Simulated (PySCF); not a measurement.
A calculated (MN15, PySCF 2.14, Sapporo-DKH3-DZP-2012, the spin-free X2C one-electron Hamiltonian (Gaussian nucleus)) atom or ion has these occupied shells.

```csv
shell,electrons,orbital energy (eV),"rms radius, mean of both spins (bohr)"
1s β,1,-6998.1,0.0675
1s α,1,-6998.0,0.0675
2s α,1,-821.48,0.292
2s β,1,-820.91,0.292
2p α,3,-712.40,0.261
2p β,3,-711.52,0.261
3s α,1,-105.26,0.883
3s β,1,-102.89,0.883
3p α,3,-73.997,0.933
3p β,3,-70.474,0.933
3d α,5,-20.934,1.27
3d β,1,-17.093,1.27
4s α,1,-14.087,2.93
```

Question: Name the element and its charge.

Answer: Fe⁺ (iron, charge +1), in [Ar] 3d6 4s1, high-spin 6D determinant.
